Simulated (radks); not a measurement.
Q: The mean radii <r> (bohr) of the occupied orbitals of an atom or ion are listed with their occupations. Method: Dirac Kohn-Sham, BLYP, spin-unpolarised, spherical densities, finite nucleus; Fermi nuclear charge, rms radius of each element as measured or else 0.836 A^(1/3) + 0.57 fm; computed with a radial shooting solver on a logarithmic mesh with Libxc functionals.

| orbital | occ. | <r> |
|---|---|---|
| 1s1/2 | 2 | 0.07626 |
| 2s1/2 | 2 | 0.3222 |

Name the element and its charge. Open shells, if any, fill j = l - 1/2 first.

A: Z = 20, calcium, charge +16: Ca16+ in [He] 2s2. The 1s radius gives Z: for a bare nucleus <r> = (2 gamma + 1)/(2Z) with gamma = sqrt(1 - (Z/c)^2), 0.07446 bohr for Z = 20, and screening makes it slightly larger (0.07626 here). The occupations add up to 4, and the charge is Z minus that.
